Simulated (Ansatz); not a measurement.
`C[SiH](O)F` + HCl → `C[SiH](F)Cl` + H₂O at 500 K and 1 bar (ligand exchange at the Si–O bond).

Gas-phase electronic energies from Ansatz, PBE0-D4/def2-TZVP geometries. CCSD(T)/CBS adds triple-zeta CCSD(T) − MP2 to the extrapolated MP2 energy (def2 sets, frozen cores). This one scheme is used for every species. Each species was taken in one conformer, which may not be the lowest.

```json
{"species": "`C[SiH](O)F`", "CCSD(T)/CBS energy (Eh)": "-505.24344", "H − E (kJ/mol)": "204.8", "S (J/(mol·K))": "370.6"}
{"species": "HCl", "CCSD(T)/CBS energy (Eh)": "-460.38127", "H − E (kJ/mol)": "32.5", "S (J/(mol·K))": "201.9"}
{"species": "`C[SiH](F)Cl`", "CCSD(T)/CBS energy (Eh)": "-889.24457", "H − E (kJ/mol)": "169.6", "S (J/(mol·K))": "369.4"}
{"species": "H₂O", "CCSD(T)/CBS energy (Eh)": "-76.37941", "H − E (kJ/mol)": "73.2", "S (J/(mol·K))": "206.3"}
```

H − E and S are ideal-gas, rigid-rotor, harmonic terms from PBE0-D4/def2-TZVP, for one conformer and one mirror image of each species. 1 Eh = 2625.50 kJ/mol, R = 8.31446 J/(mol·K).

**Question.** By hand: ΔE, ΔH, ΔS and ΔG.

**Answer.** ΔE = (-889.24457) + (-76.37941) − (-505.24344) − (-460.38127) = 0.00073 Eh = 1.9 kJ/mol. Δ(H − E) = 169.6 + 73.2 − 204.8 − 32.5 = 5.5, so ΔH = 7.4 kJ/mol. ΔS = 369.4 + 206.3 − 370.6 − 201.9 = 3.2 J/(mol·K). ΔG = 7.4 − 500 × (3.2)/1000 = 5.8 kJ/mol.

**Question.** By hand: the equilibrium constant, and the temperature at which ΔG would vanish if ΔH and ΔS stayed fixed.

**Answer.** log₁₀ K = −ΔG/(RT ln 10) = -0.6. ΔG = 0 at ΔH/ΔS = 2312 K, though so small a ΔH makes that figure unsure.

The number of gas molecules stays the same, so ΔS is small and ΔH decides. The sign of ΔG lies within the doubt. A doubt of 5 kJ/mol in ΔE shifts log₁₀ K by 0.5 here. Other conformers and mirror images would add mixing entropy, several J/(mol·K) or more a flexible species. These are equilibria of isolated gas molecules and say nothing of rates. Largest T1 diagnostic: 0.011 (customary marks: 0.02 for closed shells, 0.045 for open ones).
